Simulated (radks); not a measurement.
The krypton ion Kr23+, 13 electrons, occupied as [Ne] 3s2 3p1.

Calculated with a radial shooting solver on a logarithmic mesh with Libxc functionals: scalar-relativistic Kohn-Sham, LDA (Slater exchange, VWN5 correlation), spin-polarised, spherical densities, finite nucleus; open shells are filled with parallel spins first; Fermi nuclear charge, rms radius 4.1884 fm.

Energy parts (hartree):
part                       energy
total                 -2447.96358
kinetic                2511.03021
electron-nucleus      -5334.53213
Hartree                 436.04622
exchange-correlation    -60.50788

Orbitals (lengths in bohr, moments of r in powers of bohr):
| orbital | occ. | eigenvalue (hartree) | <r> | <r^2> |
|---|---|---|---|---|
| 1s up | 1 | -558.1870 | 0.04153 | 0.002322 |
| 1s down | 1 | -558.1315 | 0.04152 | 0.002322 |
| 2s up | 1 | -105.4676 | 0.1812 | 0.03858 |
| 2s down | 1 | -105.4117 | 0.1811 | 0.03854 |
| 2p up | 3 | -97.96675 | 0.1575 | 0.03023 |
| 2p down | 3 | -97.90149 | 0.1575 | 0.03020 |
| 3s up | 1 | -39.83625 | 0.4501 | 0.2301 |
| 3s down | 1 | -39.62591 | 0.4506 | 0.2307 |
| 3p up | 1 | -37.45745 | 0.4379 | 0.2208 |
| 3p down | 0 | -37.24712 | 0.4384 | 0.2213 |

The highest occupied level is 3p up at -1019.3 eV. The electron density at the nucleus is 5.032e+04 e/bohr^3 (large components only). The density falls to 0.001 e/bohr^3 at r = 1.13 bohr. Spin moment in Bohr magnetons: 1.
